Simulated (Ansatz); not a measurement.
Relaxation of CH₁₀B₂N₂Si (16 atoms, charge 0, multiplicity 1), to a largest force component of 0.015 eV/Å in at most 40 steps.

Theory: RKS PBE/def2-SVP (Ansatz).

```xyz
16
Properties=species:S:1:pos:R:3:forces:R:3
C 0.477 -1.983 0.825 -1.74 2.05 0.58
N 0.319 -0.890 -0.206 -0.16 0.36 1.28
Si 1.937 -0.335 -0.694 0.06 -0.26 0.77
B -0.350 0.330 0.363 -0.39 -1.15 -2.91
B -1.682 0.979 -0.498 -0.07 3.37 1.71
N -2.401 2.231 0.057 1.74 -3.09 0.61
H 0.988 -2.817 0.398 0.65 -1.21 -0.43
H 1.011 -1.569 1.713 0.06 -0.43 0.18
H -0.581 -2.269 1.153 1.10 -0.08 -0.24
H 2.726 -1.466 -1.217 0.16 -0.48 -0.24
H 1.852 0.720 -1.678 -0.15 0.80 -0.78
H 2.701 0.196 0.513 -0.03 -0.03 -0.12
H -0.099 0.870 1.343 0.75 0.29 2.28
H -2.064 0.496 -1.473 -1.06 -0.71 -1.32
H -3.375 1.934 0.244 -0.12 0.79 -0.34
H -1.941 2.497 0.978 -0.80 -0.20 -1.02
```

Where does it end, and by what steps?

The forces met the threshold. The force dipped under the threshold on the way, but the program's further checks kept it going. After 31 steps the energy has fallen by 2.522 eV; H13 moved furthest, 2.44 Å.

```
step  energy less start (eV)  largest force component (eV/Å)  accepted
   0                  0.0000                           3.369       yes
   2                 -1.1837                           2.265       yes
   4                 -1.6472                           1.605       yes
   6                 -2.0056                           0.417       yes
   8                 -2.2726                           0.274       yes
  10                 -2.4208                           0.568       yes
  12                 -2.4844                           0.209       yes
  14                 -2.4977                           0.156       yes
  16                 -2.5042                           0.082       yes
  18                 -2.5069                           0.324       yes
  20                 -2.5125                           0.034       yes
  22                 -2.5144                           0.148       yes
  24                 -2.5191                           0.047       yes
  26                 -2.5205                           0.112       yes
  28                 -2.5214                           0.013       yes
  30                 -2.5216                           0.031       yes
  31                 -2.5217                           0.013       yes
```

```xyz
16
Properties=species:S:1:pos:R:3
C 0.859 -1.933 1.191
N 0.372 -0.814 0.378
Si 1.572 -0.058 -0.702
B -0.969 -0.349 0.434
B -1.630 0.912 -0.509
N -1.839 2.221 -0.046
H 1.249 -2.761 0.557
H 1.684 -1.621 1.869
H 0.033 -2.330 1.812
H 2.212 -1.118 -1.563
H 0.893 0.970 -1.554
H 2.670 0.585 0.109
H -1.697 -0.966 1.213
H -2.033 0.692 -1.649
H -2.288 2.949 -0.604
H -1.569 2.546 0.884
```

Run time: 110 s on 2 threads of Arm Neoverse V1, on a shared host, peak memory 0.18 GiB.
